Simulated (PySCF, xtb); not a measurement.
Cu(H) cation (CuH), SMILES [CuH] (connectivity only; charge and spin as stated), charge +1, multiplicity 2.

Harmonic wavenumbers (cm⁻¹) from GFN2-xTB (xtb 6.7.1) at its own minimum, in rising order: 1411.

Problem. What does PBE0-D3(BJ)/def2-TZVPD (PySCF 2.14.0) give at its own minimum? (The exact figures need the calculation; the answer reports its results.)

Solution. 1643. Paired by order, the mean absolute difference is 232 cm⁻¹ and the zero-point energies are 2.0 and 2.3 kcal/mol.
